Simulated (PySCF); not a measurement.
H6GeSi, charge -1, doublet, at the geometry of the source list (a state made from the parent by changing its charge; the spin is typed, not shown lowest) (a gas-phase anion, which may not be bound at this level); PySCF with SA2-CASSCF(7,5)/STO-3G.

Here is a job for PySCF.
```python
from pyscf import gto, scf, mcscf
import numpy

mol = gto.M(
    atom='''
Si   -1.20920000    0.12370000    0.01790000
Ge    1.10930000   -0.11160000   -0.01550000
H    -1.79110000   -0.70670000    1.07280000
H    -1.57980000    1.51780000    0.26520000
H    -1.78100000   -0.28920000   -1.26450000
H     1.61290000   -1.42810000   -0.52970000
H     1.84820000    0.88280000   -0.86240000
H     1.79070000    0.01130000    1.31620000
''',
    basis='sto-3g',
    charge=-1,
    spin=1,
    verbose=4,
)

mf = scf.ROHF(mol)
mf.kernel()
mc = mcscf.CASSCF(mf, 5, 7)
mc.fix_spin_(ss=0.75)
mc = mc.state_average_([0.5, 0.5])
mc.kernel()
```

What the program printed (banner, timings and long lists left out):

```
PySCF version 2.14.0

[INPUT] verbose = 4
[INPUT] num. atoms = 8
[INPUT] num. electrons = 53
[INPUT] charge = -1
[INPUT] spin (= nelec alpha-beta = 2S) = 1
[INPUT] symmetry False subgroup None
[INPUT] Mole.unit = angstrom
[INPUT] Symbol           X                Y                Z      unit          X                Y                Z       unit  Magmom
[...]
nuclear repulsion = 176.209958270367
number of shells = 19
number of NR pGTOs = 99
number of NR cGTOs = 33
basis = sto-3g
ecp = {}

******** <class 'pyscf.scf.rohf.ROHF'> ********
method = ROHF
initial guess = minao
damping factor = 0
level_shift factor = 0
DIIS = <class 'pyscf.scf.diis.CDIIS'>
diis_start_cycle = 1
diis_space = 8
diis_damp = 0
SCF conv_tol = 1e-09
SCF conv_tol_grad = None
SCF max_cycles = 50
direct_scf = True
direct_scf_tol = 1e-13
num. doubly occ = 26  num. singly occ = 1
Set gradient conv threshold to 3.16228e-05
init E= -2337.69105282445
[...]
cycle= 1 E= -2340.38897843803  delta_E= -2.7  |g|= 0.461  |ddm|= 3.05
[...]
cycle= 2 E= -2340.48804354787  delta_E= -0.0991  |g|= 0.0383  |ddm|= 0.702
[...]
cycle= 3 E= -2340.48949358337  delta_E= -0.00145  |g|= 0.011  |ddm|= 0.23
[...]
cycle= 4 E= -2340.48965567367  delta_E= -0.000162  |g|= 0.00177  |ddm|= 0.0897
[...]
cycle= 5 E= -2340.48966061963  delta_E= -4.95e-06  |g|= 0.000325  |ddm|= 0.0165
[...]
cycle= 6 E= -2340.48966081229  delta_E= -1.93e-07  |g|= 8.66e-05  |ddm|= 0.00313
[...]
cycle= 7 E= -2340.48966084555  delta_E= -3.33e-08  |g|= 3.59e-05  |ddm|= 0.00144
[...]
cycle= 8 E= -2340.48966085418  delta_E= -8.63e-09  |g|= 7e-06  |ddm|= 0.00104
[...]
cycle= 9 E= -2340.48966085444  delta_E= -2.57e-10  |g|= 9.24e-07  |ddm|= 0.000198
[...]
Extra cycle  E= -2340.48966085444  delta_E=    0  |g|= 3.85e-07  |ddm|= 5.03e-06
converged SCF energy = -2340.48966085444

******** <class 'pyscf.mcscf.addons.StateAverageCASSCF'> ********
CAS (4e+3e, 5o), ncore = 23, nvir = 5
max_cycle_macro = 50
max_cycle_micro = 4
conv_tol = 1e-07
conv_tol_grad = None
orbital rotation max_stepsize = 0.02
orbital rotation threshold for CI restart = 0.01
augmented hessian ah_max_cycle = 30
augmented hessian ah_conv_tol = 1e-12
augmented hessian ah_linear dependence = 1e-14
augmented hessian ah_level shift = 1e-08
augmented hessian ah_start_tol = 2.5
augmented hessian ah_start_cycle = 3
augmented hessian ah_grad_trust_region = 3
kf_trust_region = 3
kf_interval = 4
ci_response_space = 4
ci_grad_trust_region = 3
with_dep4 0
natorb = False
canonicalization = True
sorting_mo_energy = False
ao2mo_level = 2
internal_rotation = False
******** <class 'pyscf.mcscf.addons.StateAverageSpinPenaltyFCISolver'> ********
max. cycles = 50
conv_tol = 1e-08
davidson only = True
linear dependence = 1e-12
level shift = 0.001
max iter space = 12
nroots = 2
pspace_size = 400
spin = None
State-average over 2 states with weights [0.5, 0.5]
CASCI E = -2340.45847790410  S^2 = 0.7500000
Set conv_tol_grad to 0.000316228
macro iter   1 ( 17 JK    4 micro), CASSCF E = -2340.46003060039  dE = -1.55269629e-03  S^2 = 0.7500000
               |grad[o]|=0.0519  |ddm|=0.0146  |maxRot[o]|=0.124
macro iter   2 ( 17 JK    4 micro), CASSCF E = -2340.46038000622  dE = -3.49405828e-04  S^2 = 0.7500000
               |grad[o]|=0.0275  |ddm|=0.0177  |maxRot[o]|=0.128
macro iter   3 (  7 JK    2 micro), CASSCF E = -2340.46092424179  dE = -5.44235572e-04  S^2 = 0.7500000
               |grad[o]|=0.0162  |ddm|=0.0131  |maxRot[o]|=0.0688
macro iter   4 (  7 JK    2 micro), CASSCF E = -2340.46145640190  dE = -5.32160108e-04  S^2 = 0.7500000
               |grad[o]|=0.0126  |ddm|=0.0137  |maxRot[o]|=0.0698
macro iter   5 (  7 JK    2 micro), CASSCF E = -2340.46195512345  dE = -4.98721549e-04  S^2 = 0.7500000
               |grad[o]|=0.0095  |ddm|=0.0135  |maxRot[o]|=0.0698
macro iter   6 (  7 JK    2 micro), CASSCF E = -2340.46236492330  dE = -4.09799855e-04  S^2 = 0.7500000
               |grad[o]|=0.00671  |ddm|=0.0136  |maxRot[o]|=0.0672
macro iter   7 (  7 JK    2 micro), CASSCF E = -2340.46257215060  dE = -2.07227293e-04  S^2 = 0.7500000
               |grad[o]|=0.00419  |ddm|=0.00774  |maxRot[o]|=0.0699
macro iter   8 (  7 JK    2 micro), CASSCF E = -2340.46265099643  dE = -7.88458319e-05  S^2 = 0.7500000
               |grad[o]|=0.00265  |ddm|=0.00277  |maxRot[o]|=0.0644
macro iter   9 ( 21 JK    4 micro), CASSCF E = -2340.46266622467  dE = -1.52282364e-05  S^2 = 0.7500000
               |grad[o]|=0.00202  |ddm|=0.00105  |maxRot[o]|=0.105
macro iter  10 (  7 JK    2 micro), CASSCF E = -2340.46271431705  dE = -4.80923882e-05  S^2 = 0.7500000
               |grad[o]|=0.00168  |ddm|=0.00181  |maxRot[o]|=0.0699
macro iter  11 ( 21 JK    4 micro), CASSCF E = -2340.46270481077  dE =  9.50627873e-06  S^2 = 0.7500000
               |grad[o]|=0.00141  |ddm|=0.000669  |maxRot[o]|=0.0557
macro iter  12 ( 21 JK    4 micro), CASSCF E = -2340.46274613631  dE = -4.13255379e-05  S^2 = 0.7500000
               |grad[o]|=0.0013  |ddm|=0.00119  |maxRot[o]|=0.0741
macro iter  13 ( 21 JK    4 micro), CASSCF E = -2340.46275158423  dE = -5.44791828e-06  S^2 = 0.7500000
               |grad[o]|=0.00123  |ddm|=0.000391  |maxRot[o]|=0.0365
macro iter  14 ( 21 JK    4 micro), CASSCF E = -2340.46270867088  dE =  4.29133561e-05  S^2 = 0.7500000
               |grad[o]|=0.00105  |ddm|=0.000483  |maxRot[o]|=0.0791
macro iter  15 ( 21 JK    4 micro), CASSCF E = -2340.46272812243  dE = -1.94515546e-05  S^2 = 0.7500000
               |grad[o]|=0.00107  |ddm|=0.000274  |maxRot[o]|=0.0364
macro iter  16 ( 21 JK    4 micro), CASSCF E = -2340.46274181948  dE = -1.36970534e-05  S^2 = 0.7500000
               |grad[o]|=0.000991  |ddm|=0.000253  |maxRot[o]|=0.0178
macro iter  17 ( 21 JK    4 micro), CASSCF E = -2340.46272806937  dE =  1.37501174e-05  S^2 = 0.7500000
               |grad[o]|=0.000862  |ddm|=0.000297  |maxRot[o]|=0.0842
macro iter  18 ( 21 JK    4 micro), CASSCF E = -2340.46275610694  dE = -2.80375752e-05  S^2 = 0.7500000
               |grad[o]|=0.000767  |ddm|=0.000497  |maxRot[o]|=0.0478
macro iter  19 ( 21 JK    4 micro), CASSCF E = -2340.46277400463  dE = -1.78976861e-05  S^2 = 0.7500000
               |grad[o]|=0.000745  |ddm|=0.000157  |maxRot[o]|=0.0336
macro iter  20 ( 21 JK    4 micro), CASSCF E = -2340.46276352338  dE =  1.04812480e-05  S^2 = 0.7500000
               |grad[o]|=0.000689  |ddm|=0.000125  |maxRot[o]|=0.065
macro iter  21 ( 21 JK    4 micro), CASSCF E = -2340.46279444445  dE = -3.09210673e-05  S^2 = 0.7500000
               |grad[o]|=0.000677  |ddm|=0.000456  |maxRot[o]|=0.0459
macro iter  22 ( 12 JK    3 micro), CASSCF E = -2340.46281393855  dE = -1.94941040e-05  S^2 = 0.7500000
               |grad[o]|=0.000676  |ddm|=0.000219  |maxRot[o]|=0.0347
macro iter  23 ( 17 JK    4 micro), CASSCF E = -2340.46277730797  dE =  3.66305808e-05  S^2 = 0.7500000
               |grad[o]|=0.000672  |ddm|=0.00064  |maxRot[o]|=0.0708
macro iter  24 ( 21 JK    4 micro), CASSCF E = -2340.46280225146  dE = -2.49434893e-05  S^2 = 0.7500000
               |grad[o]|=0.000661  |ddm|=0.000249  |maxRot[o]|=0.0334
macro iter  25 ( 12 JK    3 micro), CASSCF E = -2340.46280742352  dE = -5.17206308e-06  S^2 = 0.7500000
               |grad[o]|=0.000646  |ddm|=0.00021  |maxRot[o]|=0.0249
macro iter  26 ( 12 JK    3 micro), CASSCF E = -2340.46279652941  dE =  1.08941099e-05  S^2 = 0.7500000
               |grad[o]|=0.00066  |ddm|=0.000265  |maxRot[o]|=0.0362
macro iter  27 ( 21 JK    4 micro), CASSCF E = -2340.46280868535  dE = -1.21559419e-05  S^2 = 0.7500000
               |grad[o]|=0.000666  |ddm|=0.000223  |maxRot[o]|=0.0284
macro iter  28 ( 17 JK    4 micro), CASSCF E = -2340.46279149007  dE =  1.71952829e-05  S^2 = 0.7500000
               |grad[o]|=0.000634  |ddm|=0.000371  |maxRot[o]|=0.0561
macro iter  29 ( 24 JK    4 micro), CASSCF E = -2340.46282062563  dE = -2.91355618e-05  S^2 = 0.7500000
               |grad[o]|=0.000671  |ddm|=0.000178  |maxRot[o]|=0.0434
macro iter  30 ( 17 JK    4 micro), CASSCF E = -2340.46281662321  dE =  4.00242516e-06  S^2 = 0.7500000
               |grad[o]|=0.000669  |ddm|=0.000278  |maxRot[o]|=0.0455
macro iter  31 ( 25 JK    4 micro), CASSCF E = -2340.46284669596  dE = -3.00727525e-05  S^2 = 0.7500000
               |grad[o]|=0.000693  |ddm|=0.000166  |maxRot[o]|=0.044
macro iter  32 ( 17 JK    4 micro), CASSCF E = -2340.46286500709  dE = -1.83111283e-05  S^2 = 0.7500000
               |grad[o]|=0.000693  |ddm|=0.000469  |maxRot[o]|=0.0445
macro iter  33 (  7 JK    2 micro), CASSCF E = -2340.46290329997  dE = -3.82928833e-05  S^2 = 0.7500000
               |grad[o]|=0.000698  |ddm|=0.000432  |maxRot[o]|=0.0403
macro iter  34 (  7 JK    2 micro), CASSCF E = -2340.46295501966  dE = -5.17196850e-05  S^2 = 0.7500000
               |grad[o]|=0.000723  |ddm|=0.00066  |maxRot[o]|=0.0531
macro iter  35 (  7 JK    2 micro), CASSCF E = -2340.46301453890  dE = -5.95192414e-05  S^2 = 0.7500000
               |grad[o]|=0.000707  |ddm|=0.000791  |maxRot[o]|=0.0609
macro iter  36 (  7 JK    2 micro), CASSCF E = -2340.46307696161  dE = -6.24227123e-05  S^2 = 0.7500000
               |grad[o]|=0.000685  |ddm|=0.000833  |maxRot[o]|=0.0653
macro iter  37 (  7 JK    2 micro), CASSCF E = -2340.46313857550  dE = -6.16138886e-05  S^2 = 0.7500000
               |grad[o]|=0.000656  |ddm|=0.000821  |maxRot[o]|=0.0676
macro iter  38 (  7 JK    2 micro), CASSCF E = -2340.46319658548  dE = -5.80099822e-05  S^2 = 0.7500000
               |grad[o]|=0.000619  |ddm|=0.000774  |maxRot[o]|=0.0687
macro iter  39 (  7 JK    2 micro), CASSCF E = -2340.46324890947  dE = -5.23239896e-05  S^2 = 0.7500000
               |grad[o]|=0.00057  |ddm|=0.000723  |maxRot[o]|=0.0693
macro iter  40 (  7 JK    2 micro), CASSCF E = -2340.46329399872  dE = -4.50892503e-05  S^2 = 0.7500000
               |grad[o]|=0.000512  |ddm|=0.000671  |maxRot[o]|=0.0696
macro iter  41 (  7 JK    2 micro), CASSCF E = -2340.46333064208  dE = -3.66433587e-05  S^2 = 0.7500000
               |grad[o]|=0.000443  |ddm|=0.000627  |maxRot[o]|=0.0698
macro iter  42 (  7 JK    2 micro), CASSCF E = -2340.46335797034  dE = -2.73282621e-05  S^2 = 0.7500000
               |grad[o]|=0.000365  |ddm|=0.000602  |maxRot[o]|=0.0698
macro iter  43 (  7 JK    2 micro), CASSCF E = -2340.46337537169  dE = -1.74013485e-05  S^2 = 0.7500000
               |grad[o]|=0.000276  |ddm|=0.000612  |maxRot[o]|=0.0699
macro iter  44 (  6 JK    2 micro), CASSCF E = -2340.46338156501  dE = -6.19331968e-06  S^2 = 0.7500000
               |grad[o]|=0.000178  |ddm|=0.000386  |maxRot[o]|= 0.05
macro iter  45 (  5 JK    1 micro), CASSCF E = -2340.46338275784  dE = -1.19282504e-06  S^2 = 0.7500000
               |grad[o]|=0.0001  |ddm|=0.000199  |maxRot[o]|=0.0256
macro iter  46 (  4 JK    1 micro), CASSCF E = -2340.46338284748  dE = -8.96470738e-08  S^2 = 0.7500000
               |grad[o]|=4.62e-05  |ddm|=7.68e-05  |maxRot[o]|=0.00644
1-step CASSCF converged in  46 macro (622 JK 137 micro) steps
CASSCF canonicalization
Density matrix diagonal elements [1.99829931 1.99460232 1.98424897 0.51538112 0.50746827]
CASSCF energy = -2340.46338284748
CASCI E = -2340.46338284748  E(CI) = -7.18077081179854  S^2 = 0.7500000
CASCI state-averaged energy = -2340.46338284748
CASCI energy for each state
  State 0 weight 0.5  E = -2340.49558674691 S^2 = 0.7500000
  State 1 weight 0.5  E = -2340.43117894806 S^2 = 0.7500000
```
